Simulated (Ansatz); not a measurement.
One change: `[Cl][Sn][Br]` becomes `Cl[Si]Br`.

Ansatz, PBE0-D4/def2-TZVP geometries, multiplicity 1. 

Elements past krypton have def2 core potentials. Scalar relativity is left out up to krypton.

```csv
property,`[Cl][Sn][Br]`
HOMO energy (PBE/def2-TZVPP) / eV,-6.80
HOMO–LUMO gap (PBE/def2-TZVPP) / eV,3.00
"ideal-gas entropy at 298 K and 1 bar (rigid rotor, harmonic PBE0-D4/def2-TZVP) / J/(mol·K)",323
LUMO energy (PBE/def2-TZVPP) / eV,-3.80
HOMO–LUMO gap (ωB97M-V/def2-TZVPP) / eV,8.44
LUMO energy (ωB97M-V/def2-TZVPP) / eV,-1.42
```

Give the same properties after the change, and the shifts. (Estimate.)

Computed: 
| property | `Cl[Si]Br` | shift |
| --- | --- | --- |
| HOMO energy (PBE/def2-TZVPP) / eV | -6.55 | 0.25 |
| HOMO–LUMO gap (PBE/def2-TZVPP) / eV | 2.84 | -0.16 |
| ideal-gas entropy at 298 K and 1 bar (rigid rotor, harmonic PBE0-D4/def2-TZVP) / J/(mol·K) | 299 | -24 |
| LUMO energy (PBE/def2-TZVPP) / eV | -3.71 | 0.09 |
| HOMO–LUMO gap (ωB97M-V/def2-TZVPP) / eV | 8.69 | 0.25 |
| LUMO energy (ωB97M-V/def2-TZVPP) / eV | -0.97 | 0.45 |

Spin–orbit coupling is left out; it splits and shifts lone-pair levels of the heavy atoms by tenths of an eV.
